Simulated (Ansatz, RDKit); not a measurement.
Molecule: C4H10O, net charge 0, singlet state. SMILES: CC(C)CO

Atoms: C1, C2, C3, C4, O5, H6, H7, H8, H9, H10, H11, H12, H13, H14, H15. Bonds: C1-C2, C1-H6, C1-H7, C1-H8, C2-C3, C2-C4, C2-H9, C3-H10, C3-H11, C3-H12, C4-O5, C4-H13, C4-H14, O5-H15.

Bond lengths (Å) and angles (degrees) optimised at UFF with RDKit; HF/STO-3G with Ansatz (a quantum-chemistry and plane-wave program); HF/3-21G with Ansatz; MP2/6-31G* with Ansatz, each started from the B3LYP-D3(BJ)/def2-TZVP structure (Ansatz) of the last column. A row stands for all coordinates that are equal there; 13 of 34 kinds are shown. 6-31G* holds six Cartesian d functions. No wavenumbers were computed at UFF, HF/STO-3G, MP2/6-31G*, so these may be saddle points.

```json
[
 {"coordinate": "C1-C2", "UFF": "1.534", "HF/STO-3G": "1.544", "HF/3-21G": "1.537", "MP2/6-31G*": "1.527", "B3LYP-D3(BJ)/def2-TZVP": "1.528"},
 {"coordinate": "C1-H6", "UFF": "1.111", "HF/STO-3G": "1.086", "HF/3-21G": "1.084", "MP2/6-31G*": "1.094", "B3LYP-D3(BJ)/def2-TZVP": "1.091"},
 {"coordinate": "C1-H7", "UFF": "1.111", "HF/STO-3G": "1.086", "HF/3-21G": "1.085", "MP2/6-31G*": "1.095", "B3LYP-D3(BJ)/def2-TZVP": "1.092"},
 {"coordinate": "C1-H8", "UFF": "1.111", "HF/STO-3G": "1.086", "HF/3-21G": "1.086", "MP2/6-31G*": "1.096", "B3LYP-D3(BJ)/def2-TZVP": "1.094"},
 {"coordinate": "C2-C4", "UFF": "1.537", "HF/STO-3G": "1.551", "HF/3-21G": "1.527", "MP2/6-31G*": "1.519", "B3LYP-D3(BJ)/def2-TZVP": "1.522"},
 {"coordinate": "C2-H9", "UFF": "1.113", "HF/STO-3G": "1.090", "HF/3-21G": "1.084", "MP2/6-31G*": "1.098", "B3LYP-D3(BJ)/def2-TZVP": "1.095"},
 {"coordinate": "C3-H11", "UFF": "1.111", "HF/STO-3G": "1.085", "HF/3-21G": "1.080", "MP2/6-31G*": "1.091", "B3LYP-D3(BJ)/def2-TZVP": "1.089"},
 {"coordinate": "C4-O5", "UFF": "1.401", "HF/STO-3G": "1.435", "HF/3-21G": "1.444", "MP2/6-31G*": "1.429", "B3LYP-D3(BJ)/def2-TZVP": "1.426"},
 {"coordinate": "C1-C2-C3", "UFF": "110.3", "HF/STO-3G": "111.4", "HF/3-21G": "111.3", "MP2/6-31G*": "111.5", "B3LYP-D3(BJ)/def2-TZVP": "111.5"},
 {"coordinate": "C1-C2-C4", "UFF": "110.4", "HF/STO-3G": "110.4", "HF/3-21G": "109.9", "MP2/6-31G*": "110.1", "B3LYP-D3(BJ)/def2-TZVP": "110.0"},
 {"coordinate": "C3-C2-C4", "UFF": "111.1", "HF/STO-3G": "110.7", "HF/3-21G": "109.9", "MP2/6-31G*": "111.0", "B3LYP-D3(BJ)/def2-TZVP": "111.4"},
 {"coordinate": "C2-C4-O5", "UFF": "110.1", "HF/STO-3G": "108.7", "HF/3-21G": "107.1", "MP2/6-31G*": "108.1", "B3LYP-D3(BJ)/def2-TZVP": "109.0"},
 {"coordinate": "C2-C1-H6", "UFF": "110.2", "HF/STO-3G": "110.4", "HF/3-21G": "110.6", "MP2/6-31G*": "110.7", "B3LYP-D3(BJ)/def2-TZVP": "110.8"}
]
```

Mean signed difference of all 14 bond lengths from B3LYP-D3(BJ)/def2-TZVP: UFF 0.014 Å, HF/STO-3G 0.004 Å, HF/3-21G -0.002 Å, MP2/6-31G* 0.002 Å.
